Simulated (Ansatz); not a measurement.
Ansatz (a program for electronic structure) input (RI-MP2/aug-cc-pV(Q+d)Z):
A basis named .json is the Basis Set Exchange file of that set.

Ansatz 0.2 input:
```yaml
crystal:
  periodic: [false, false, false]
  atoms:
    - {symbol: C, position_ang: [2.02601917, 0.63797414, -0.29394778]}
    - {symbol: Si, position_ang: [0.29785465, -0.08534950, 0.05753239]}
    - {symbol: P, position_ang: [0.13803186, -1.97087166, 1.10162799]}
    - {symbol: P, position_ang: [-0.70682009, -0.10746539, -2.01336309]}
    - {symbol: P, position_ang: [-0.71872820, 1.72187355, 1.10053339]}
    - {symbol: H, position_ang: [2.60057614, -0.06049619, -0.90681274]}
    - {symbol: H, position_ang: [1.97803831, 1.60343662, -0.80638045]}
    - {symbol: H, position_ang: [2.56017911, 0.77042953, 0.65036414]}
    - {symbol: H, position_ang: [0.96740511, -1.48252770, 2.16409661]}
    - {symbol: H, position_ang: [-0.28770004, -1.41572599, -2.38449241]}
    - {symbol: H, position_ang: [-1.96489471, -0.55868474, -1.53635250]}
    - {symbol: H, position_ang: [-2.04545900, 1.24423681, 0.95532003]}
    - {symbol: H, position_ang: [-0.82147864, 2.61333218, -0.00948384]}
basis:
  gaussian:
    orbitals: aug-cc-pV_Q+d_Z.json
    fitting: {mean_field: def2-universal-jkfit, correlation: aug-cc-pVQZ-RIFIT.json}
total_charge: -1
magnetization: {spin_polarized: false}
correlation: {method: mp2, electrons: outside_noble_gas}
```

Output:

```
Functional definition: HF
integrals: 3.04 GiB planned
731 factors; integrals over basis functions are off by at most 6.3e0 eV
2.69 GiB of device memory are held for the factors and their scratch space
mean field: 5.95 GiB planned
mean field evaluation 1: about -36835.8225 eV, gradient 2.8e1 eV
mean field evaluation 2: about -36838.6153 eV, gradient 1.1e1 eV
mean field evaluation 4: about -36839.1340 eV, gradient 9.6e-1 eV
mean field evaluation 8: about -36839.1410 eV, gradient 2.6e-6 eV
mean field -36839.14099848 eV, -1353.8134612274 hartree, gradient 2.6e-6 eV, S^2 0.000000; 0 other end points of the search recorded, 0 dependent functions left out
21 core orbitals not correlated
1584 factors; their error is unknown
reference -36839.14099848 eV, -1353.8134612274 hartree; 16, 16 occupied and 767, 767 virtual orbitals, 1584 factors
second order -23.27593403 eV of doubles, -0.00000000 eV of singles
Total energy: -36862.41693250 eV, -1354.6688360259 hartree
```

It need not be the lowest isomer of its formula. Whether it binds its extra electron was not tested at this geometry.
